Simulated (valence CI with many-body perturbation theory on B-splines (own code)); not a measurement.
**Valence orbitals of Gd32+**

Method: relativistic CI+MBPT: four valence electrons over a frozen Dirac-Fock core [Ar] 3d10, radial functions for each j: 11 s, 11 p, 10 d, 8 f, 5 g, 2 h, with the one-electron correlation potential Σ1, the two-electron term Σ2, the three-electron term Σ3, Breit, model QED; selected CI, second order for the rest, scaled by the run's own slope (own B-spline code, finite nucleus).

The last digits are not significant, and no measured levels were compared; by estimate large intervals hold to a few tenths of a per cent, small ones and those within an open d or f shell to about a per cent. Among the levels kept, up to 370 cm⁻¹ of a level comes from second order outside the variational space, and about a tenth of that is noise between levels of different J, which matters for small intervals.

These are the spectroscopic orbitals of the CI (the correlating ones are not listed), shaped by the core and the other valence electrons. h is the expectation value of the core's Dirac-Fock operator, without the valence repulsion; Σ1 is computed up to l = 3 at one energy for each symmetry, that of its lowest orbital but kept below the first core excitation, so for empty shells it is not the orbital's own correlation shift; Breit and QED include the response of the core, and the two lowest orbitals of each symmetry also the frequency dependence of Breit exchange, which makes a step in that column.

| Orbital | h (hartree) | Σ1 (cm⁻¹) | Breit (cm⁻¹) | QED (cm⁻¹) | ⟨r⟩ (bohr) |
| --- | --- | --- | --- | --- | --- |
| 4s1/2 | -56.285 | -13415 | 7323 | 5509 | 0.4945 |
| 5s1/2 | -33.383 | -4773 | 3217 | 2462 | 0.8391 |
| 6s1/2 | -22.113 | -2289 | 1661 | 1292 | 1.278 |
| 7s1/2 | -15.729 | -1297 | 980 | 766 | 1.805 |
| 8s1/2 | -11.76 | -811 | 628 | 492 | 2.423 |
| 9s1/2 | -9.1252 | -543 | 426 | 334 | 3.132 |
| 4p1/2 | -53.543 | -13964 | 11434 | 4.2 | 0.4946 |
| 5p1/2 | -32.06 | -5031 | 5064 | 5.9 | 0.8507 |
| 6p1/2 | -21.385 | -2468 | 2684 | 4.1 | 1.298 |
| 7p1/2 | -15.286 | -1414 | 1603 | 2.8 | 1.835 |
| 8p1/2 | -11.472 | -891 | 1034 | 1.9 | 2.462 |
| 9p1/2 | -8.9266 | -599 | 706 | 1.4 | 3.181 |
| 4p3/2 | -51.812 | -12495 | 6985 | 535 | 0.5125 |
| 5p3/2 | -31.26 | -4669 | 3113 | 243 | 0.8737 |
| 6p3/2 | -20.948 | -2326 | 1770 | 131 | 1.326 |
| 7p3/2 | -15.022 | -1345 | 1061 | 79.2 | 1.868 |
| 8p3/2 | -11.3 | -852 | 686 | 51.4 | 2.500 |
| 9p3/2 | -8.8084 | -576 | 469 | 35.2 | 3.224 |
| 4d3/2 | -47.448 | -13743 | 4872 | -295 | 0.5052 |
| 5d3/2 | -29.197 | -5133 | 2235 | -129 | 0.8843 |
| 6d3/2 | -19.814 | -2594 | 1222 | -69.5 | 1.352 |
| 7d3/2 | -14.332 | -1513 | 742 | -41.8 | 1.909 |
| 8d3/2 | -10.848 | -965 | 485 | -27.1 | 2.558 |
| 4d5/2 | -47.081 | -13205 | 2971 | -90.9 | 0.5101 |
| 5d5/2 | -29.022 | -4942 | 1316 | -36.0 | 0.8904 |
| 6d5/2 | -19.716 | -2499 | 719 | -18.2 | 1.359 |
| 7d5/2 | -14.271 | -1458 | 433 | -10.5 | 1.918 |
| 8d5/2 | -10.809 | -930 | 281 | -6.7 | 2.568 |
| 4f5/2 | -42.417 | -13101 | 1659 | -156 | 0.4763 |
| 5f5/2 | -26.959 | -4273 | 745 | -75.7 | 0.8764 |
| 6f5/2 | -18.602 | -2109 | 398 | -42.6 | 1.362 |
| 7f5/2 | -13.597 | -1228 | 239 | -26.3 | 1.938 |
| 4f7/2 | -42.337 | -12720 | 541 | -91.2 | 0.4780 |
| 5f7/2 | -26.912 | -4146 | 248 | -42.7 | 0.8786 |
| 6f7/2 | -18.573 | -2049 | 136 | -23.5 | 1.365 |
| 7f7/2 | -13.579 | -1195 | 82.7 | -14.3 | 1.941 |
| 5g7/2 | -25.938 |  | 49.2 | -13.7 | 0.8099 |
| 6g7/2 | -18.019 |  | 42.3 | -9.7 | 1.304 |
| 7g7/2 | -13.234 |  | 30.8 | -6.7 | 1.890 |
| 5g9/2 | -25.92 |  | -17.5 | 0.0 | 0.8108 |
| 6g9/2 | -18.009 |  | -14.4 | -1.7 | 1.305 |
| 7g9/2 | -13.228 |  | -10.7 | -1.7 | 1.891 |
| 6h9/2 | -17.905 |  |  |  | 1.175 |
| 6h11/2 | -17.898 |  |  |  | 1.176 |

Among the shells of the start configuration 4s2 4p2, Σ1 is largest in size for 4p1/2, where it is 0.12 % of h.

Lowest root of each symmetry, sizes in configuration state functions:

```
J  Parity  Roots  Reference  Variational  Second order  Change by selected CI (cm⁻¹)  Change by second order (cm⁻¹)
0    even     12         43        21236         77396                         -4539                             -1
1    even     18         88        31998        254000                         -3956                            -23
2    even     27        127        31998        452523                         -4531                            -85
3    even     19        108        31996        463653                         -4863                           -107
4    even     13         91        32000        472856                         -3969                           -112
5    even      4         52        31998        355914                         -4623                            -29
0     odd      9         44        24346         72366                         -5681                             -2
1     odd     22        118        31997        264415                         -5178                            -37
2     odd     28        151        31998        415398                         -4017                            -79
3     odd     25        143        32000        472814                         -3734                           -165
4     odd     15        109        32000        454280                         -5784                           -147
5     odd      7         67        31998        399432                         -6109                           -106
6     odd      2         32        23524        258628                         -8683                            -39
```
